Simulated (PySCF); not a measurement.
# Assigning NMR signals

Atom-mapped SMILES (the numbers label the heavy atoms): `[CH:1]#[C:2][SiH2:3][O:4][Si@:5]([CH3:6])([SiH3:7])[NH:8][CH3:9]`. Each H is labelled by its parent atom. Ha(Si3) is pro-R; Hb(Si3) is pro-S.

[PySCF 2.14.0 with density-fitted response routines: GFN2-xTB geometry; NMR shieldings at PBE0/pcSseg-1/GIAO; isolated molecule; rapidly exchanging positions averaged; no relativistic terms; one computed conformer]

References, each an isolated molecule treated in the same way: 13C (186.93 ppm), 1H (31.72 ppm) against TMS.

Q: Assign these signals to the numbered atoms. 13C{1H} NMR (computed): δ 103.4, 90.4, 29.6, 6.1.

A: 
103.4 → C1, terminal alkyne carbon: the triple bond shields along its axis, which puts it between sp3 and sp2 carbons
90.4 → C2, alkyne carbon: sp carbons lie upfield of alkene carbons because the cylindrical π system leaves one tensor component strongly shielded
29.6 → C9, methyl carbon bonded to N: the inductive effect lowers its shielding
6.1 → C6, methyl carbon bonded to Si: an electropositive neighbour leaves it electron-rich and shielded

Q: Assign these signals to the numbered atoms. 1H NMR (400 MHz, computed): δ 5.17 (m, 1H), 5.14 (m, 1H), 3.31 (s, 3H), 2.70 (s, 3H), 2.02 (m, 1H), 0.31 (s, 3H), 0.18 (br s, 1H).

A: 
5.17 → Ha(Si3), hydrogen on a silicon bonded to C, O
5.14 → Hb(Si3), hydrogen on a silicon bonded to C, O
3.31 → H(Si7), hydrogen on a silicon bonded to Si
2.70 → H(C9), hydrogen on a methyl carbon bonded to N: its carbon carries N, hence the downfield position
2.02 → H(C1), hydrogen on a terminal alkyne carbon: it lies on the axis of the triple bond, in its shielding cone
0.31 → H(C6), hydrogen on a methyl carbon bonded to Si: an electropositive neighbour shields it, as in TMS itself
0.18 → H(N8), hydrogen on a nitrogen bonded to C, Si: exchangeable; this is the value without hydrogen bonding to other molecules

Ha(Si3) and Hb(Si3) lie closer than the usual error of such a calculation, so a measured spectrum could show them in the other order.

The OH or NH signal is concentration- and solvent-dependent in practice; the value given is the gas-phase one. Shifts are as computed. Against solution values, carbons near 30 ppm lie about +3 ppm off and those near 130 ppm about +5 ppm. Of 1309 compounds with measured shifts, 239 miss one by over three times the rms of a fit or turn the order of signals round; such compounds aren't used in these exercises. No couplings were computed; multiplicities are counted from neighbouring protons, with m where these are inequivalent, close in shift, in a saturated or five-membered ring or joined by F or P, and br s for small geminal =CH2 splittings.
